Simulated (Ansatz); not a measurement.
Consider the cleavage of the Si–Si bond: `FC[SiH]([SiH3])S` + `BO[SiH2]S` → `BO[SiH2]S[SiH3]` + `FC[SiH2]S`.

Calculated with Ansatz (gas phase, PBE0-D4/def2-TZVP geometries, no zero-point term in ΔE). CBS: MP2 limit from def2 TZ/QZ plus the TZ coupled-cluster correction, frozen cores. DFT in def2-TZVPP. B3LYP here is the variant with VWN-RPA as its local correlation; programs differ in this. One conformer a species, not always the lowest.

| level | ΔE (kJ/mol) | difference from CCSD(T)/CBS |
| --- | --- | --- |
| PBE-D4 | -52.4 | 11.5 |
| B3LYP-D4 | -60.7 | 3.2 |
| ωB97M-V | -67.0 | -3.1 |
| r2SCAN | -60.9 | 3.0 |
| PBE0 | -54.8 | 9.1 |
| HF/def2-TZVPP | -67.4 | -3.5 |
| CCSD(T)/def2-TZVPP | -60.6 | 3.3 |
| SCS-MP2/def2-QZVPP | -70.5 | -6.6 |
| HF/CBS(def2) | -68.2 | -4.3 |
| CCSD/CBS(def2) | -63.8 | 0.1 |
| CCSD(T)/CBS | -63.9 | 0 |

Largest T1 diagnostic among the species: 0.013.

The D4 term adds −4.0 kJ/mol with B3LYP and −2.0 kJ/mol with PBE0; it sums over pairs of atoms, weighted by their polarisabilities, and B3LYP, whose exchange is more repulsive, gets the larger term. From PBE to PBE0 (25 % exact exchange), in def2-TZVPP and without D4, ΔE moves by −4.8 kJ/mol.
